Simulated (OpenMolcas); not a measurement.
Pt2+: moving or changing the point charges

Pt2+ among 6 point charges of -1.7 e arranged as an octahedron (Oh), 1.78 Å from the ion.

```yaml
Program: OpenMolcas
Method: "SS-CASPT2, IPEA 0.25 Eh, imaginary shift 0.1 Eh (closed shells correlated: 5s 5p)"
Basis: ANO-RCC-VDZP [7s6p4d2f]
Scalar_Hamiltonian: DKH2, point nucleus
Active_space: 8 electrons in 5 orbitals (5d)
State_averaging: 2S+1 = 3 even, 10 roots; 2S+1 = 1 even, 15 roots
Spin-orbit_coupling: RASSI with atomic mean-field integrals over the reference wave functions
```

Runs around this geometry, states (labels of O, the rotations of Oh). Energies in cm-1 above the lowest state or level, χT in cm3 K/mol; 10Dq and B are least-squares fits to the states below 45000 cm-1, weighted by degeneracy, with a free offset, and given where the rms deviation is under 5 % of |10Dq| (or 100 cm-1) and under 700 cm-1.

| R (Å) | q (e) | Ground state | First state of that spin | 10Dq | B (rms of fit) | First gap with spin-orbit (degeneracies) | χT at 300 K | First state of another spin |
| --- | --- | --- | --- | --- | --- | --- | --- | --- |
| 1.78 | -1.36 | 3A2 | 3T2 16030 | 15612 | 820 (297) | 9520 (3, 2) | 1.967 | 1E 11950 |
| 1.71 | -1.7 | 3A2 | 3T2 24110 | 23023 | 788 (476) | 11080 (3, 2) | 1.695 | 1E 12330 |
| 1.78 | -1.7 | 3A2 | 3T2 20530 | 19732 | 808 (408) | 10570 (3, 2) | 1.800 | 1E 12220 |

Taking |10Dq| as R^-n, n = -ln(19732 / 23023) / ln(1.78 / 1.71) = 3.8 between the shortest and longest distance. The point-charge formula for a cubic d site gives n = 5.

Scaling the charges by -1.36 / -1.7 = 0.80 scales |10Dq| by 15612 / 19732 = 0.79; with fixed orbitals a first-order splitting would follow the charge.

Roots that are degenerate in the reference are averaged as groups; the widest CASPT2 spread within a group is 310 cm-1 (the 3-fold group of multiplicity 3 near 16000 cm-1 above the lowest state of its run, R = 1.78, q = -1.36). Shifts and gaps below about the spread of the groups concerned are not significant. Real 4d8 and 5d8 ions are as a rule square planar and diamagnetic. Free-ion shares, where given, are those of the reference states; single-state CASPT2 does not remix them. This is an electrostatic model: the charges have no orbitals. No measured value stands beside these numbers.
